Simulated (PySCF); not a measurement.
## Spectroscopy problems

No relativistic terms, equivalent nuclei averaged, isolated molecule, single conformer. Geometry from GFN2-xTB; NMR shieldings at PBE0/pcSseg-1/GIAO; PySCF.

Referencing at the same level of theory: 1H (31.72 ppm), 13C (186.93 ppm) vs TMS. Splittings of carbon signals by F and P are missing where no couplings were computed. Where no couplings were computed, multiplicities follow the n + 1 count of equivalent neighbours, and m marks all less simple cases (inequivalent or close neighbours, rings, F or P nearby). Acid and N–H amide carbonyl carbons lie up to 10 ppm further downfield in solution (hydrogen bonding). Shifts are as computed. Against solution values, carbons near 30 ppm lie about +3 ppm off and those near 130 ppm about +5 ppm. Of 1211 compounds with measured shifts, 218 miss one by over three times the rms of a fit or turn the order of signals round; such compounds aren't used in these exercises. OH and NH positions are gas-phase values without hydrogen bonding to other molecules.

**Question.** C5H9F3Si. 1H NMR (600 MHz, computed): δ 4.71 (m, 1H), 4.42 (m, 1H), 2.48 (m, 1H), 2.15 (m, 1H), 1.61 (m, 1H), 1.45 (m, 1H), 1.33 (d, 3H). 13C{1H} NMR (computed): δ 138.1 (C), 47.0 (CH), 23.5 (CH), 21.6 (CH3), 6.1 (CH2). What is it?

**Answer.** SMILES C[C@@H]1[SiH2]C[C@H]1C(F)(F)F. The formula gives 1 degree of unsaturation (1 ring in the answer). 5 carbon signals for 5 carbons: no two carbons are equivalent. Carbon types of the structure: 1 × C, 2 × CH, 1 × CH2, 1 × CH3, leaving 2 H on heteroatoms. δC 138.1: CF3 carbon; 3 electronegative neighbours deshield it. δC 47.0: sp3 CH in a ring; aliphatic region, no heteroatom directly attached. δC 21.6: methyl carbon; aliphatic region, no heteroatom directly attached. δC 6.1: sp3 CH2 bonded to Si; an electropositive neighbour leaves it electron-rich and shielded.

The shifts were computed for this structure.

**Question.** C4H7F2NO. 1H NMR (300 MHz, computed): δ 6.23 (m, 1H), 4.84 (br, 1H), 3.10 (d, 3H), 2.58 (m, 2H). 13C{1H} NMR (computed): δ 165.6 (C), 122.0 (CH), 48.4 (CH2), 26.7 (CH3). Identify the compound.

**Answer.** `FC(CC(NC)=O)F`. The formula gives 1 degree of unsaturation (no ring in the answer). 4 carbon signals for 4 carbons: no two carbons are equivalent. Carbon types of the structure: 1 × C, 1 × CH, 1 × CH2, 1 × CH3, leaving 1 H on heteroatoms. δC 165.6: amide carbonyl carbon; lone-pair donation from the attached heteroatom keeps it upfield of a ketone carbonyl. δC 122.0: sp3 CH bonded to 2 F; 2 electronegative neighbours deshield it. δC 48.4: sp3 CH2 α to a carbonyl; α to the electron-withdrawing carbonyl group. δH 2.58: hydrogen on an sp3 CH2 α to a carbonyl; α to C=O.

The shifts were computed for this structure.
